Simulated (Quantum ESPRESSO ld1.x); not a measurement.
Problem. Radial electron density D(r) = 4 pi r^2 rho(r) of an atom or ion with 5 electrons. Calculated with ld1.x of Quantum ESPRESSO 7.5: scalar-relativistic Kohn-Sham, LDA (Slater exchange, Perdew-Zunger correlation), spin-polarised, spherical densities, point nucleus.

```
   r/bohr * D(r) (the largest magnitude, 59, reaches the edge; | marks zero)
 0.001241 | *
 0.001504 |  *
 0.001807 |   *
  0.00219 |    *
 0.002654 |      *
 0.003215 |         *
 0.003896 |            *
 0.004683 |                *
 0.005674 |                     *
 0.006875 |                           *
 0.008331 |                                 *
  0.01009 |                                        *
  0.01223 |                                               *
   0.0147 |                                                   *
  0.01781 |                                                      *
  0.02158 |                                                     *
  0.02615 |                                                *
  0.03169 |                                        *
  0.03809 |                               *
  0.04615 |                        *
  0.05592 |                    *
  0.06776 |                     *
   0.0821 |                       *
  0.09869 |                         *
   0.1196 |                      *
   0.1449 |               *
   0.1756 |        *
   0.2127 |  *
   0.2557 |*
   0.3098 *
   0.3754 *
```

What is the nuclear charge?

Solution. Z = 49. The innermost maximum, from 1s, lies near gamma/Z bohr with gamma = sqrt(1 - (Z/c)^2) = 0.934, here 0.0191 bohr (found: 0.0187), and its height grows with Z. The density is that of the indium ion In44+ in [He] 2s2 2p1; the configuration itself is not fixed sharply by these data, and Z only to a few units. D(r) has 2 maxima, at r = 0.0187, 0.0963 bohr, and minima at 0.0596 bohr, inside which lie 2.18 electrons.
